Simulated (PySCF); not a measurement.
SMILES Cl[SiH](Cl)[O][GeH3] (H₄Cl₂GeOSi), singlet, CAM-B3LYP/def2-SVP optimised geometry.

```
9

Si    -1.63    -0.62     0.00
Cl    -2.33     1.32     0.00
Cl    -2.34    -1.54    -1.70
O     -0.01    -0.62     0.00
Ge     1.35     0.08    -0.93
H     -2.15    -1.32     1.18
H      1.95     1.19    -0.06
H      2.33    -1.07    -1.15
H      0.80     0.63    -2.25
```

Density from CAM-B3LYP/def2-TZVP run with PySCF 2.14.0 at that geometry.

Minimum of the electron density along straight lines between bonded atoms, close to the bond critical point (lines longer than 1.1 times the sum of covalent radii, or with two minima, are not listed):

```tsv
bond	length / Å	ρ at the minimum / e bohr⁻³	∇²ρ there / e bohr⁻⁵	position (fraction from the first atom)
Si1–Cl2	2.060	0.100	0.21	0.36
Si1–Cl3	2.059	0.101	0.20	0.36
Si1–O4	1.621	0.145	0.90	0.41
O4–Ge5	1.790	0.133	0.63	0.53
Si1–H6	1.470	0.132	0.12	0.49
Ge5–H7	1.531	0.138	0.05	0.59
Ge5–H8	1.530	0.138	0.04	0.59
Ge5–H9	1.533	0.137	0.05	0.59
```
